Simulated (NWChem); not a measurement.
# CH2N cation; SMILES C#[NH+]

```xyz
4

C     -0.0003     0.5958     0.0000
N      0.0005    -0.5327     0.0000
H     -0.0008     1.6789     0.0000
H      0.0030    -1.5477     0.0000
```
Atoms are numbered in this order, from 1.

Program: NWChem. Geometry optimised at PBE0-D3(BJ)/def2-TZVP; all other runs use it. Pople sets run with spherical d functions.

```
quantity                                                                   level       value
------------------------------------------------------  ------------------------  ----------
highest occupied level (eV)                                          MN15/6-31G*      -20.44
isotropic polarisability (bohr³) at 589 nm                          PBE0/6-31+G*        11.1
charge (e), Mulliken C1                                      Hartree-Fock/6-31G*        0.47
vertical, lowest excitation, singlet (eV)               B3LYP/6-31G*, full TDDFT  (withheld)
cavity-dispersion-structure term (kcal/mol) in benzene         B3LYP/6-31G*, SMD  (withheld)
highest harmonic frequency (cm⁻¹)                          PBE0-D3(BJ)/def2-TZVP  (withheld)
```

Question: Some entries are withheld; supply them.

Answer: 
- vertical, lowest excitation, singlet (eV), value: 8.67
- cavity-dispersion-structure term (kcal/mol) in benzene, value: 1.4
- highest harmonic frequency (cm⁻¹), value: 3651
